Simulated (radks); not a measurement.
Results of a calculation; reference values are marked as such.
Problem. All-electron atom: Ti13+ in [He] 2s2 2p5. Code: a radial shooting solver on a logarithmic mesh with Libxc functionals. Model: non-relativistic Kohn-Sham, XLYP, spin-polarised, spherical densities, point nucleus; open shells are filled with parallel spins first. Some entries of the table are withheld. Estimate them.

| orbital | occ. | eigenvalue (eV) | <r> (bohr) | <1/r> (bohr^-1) |
|---|---|---|---|---|
| 1s up | 1 | (1) | 0.07007 | 21.55 |
| 1s down | 1 | (2) | 0.07003 | 21.56 |
| 2s up | 1 | -911.1799 | (3) | 4.654 |
| 2s down | 1 | -905.3819 | (4) | 4.640 |
| 2p up | 3 | -832.6703 | 0.2778 | 4.596 |
| 2p down | 2 | -825.8779 | 0.2787 | 4.585 |

Solution. 
(1) 1s up eigenvalue (eV): -5271.871
(2) 1s down eigenvalue (eV): -5268.569
(3) 2s up <r> (bohr): 0.3168
(4) 2s down <r> (bohr): 0.3175
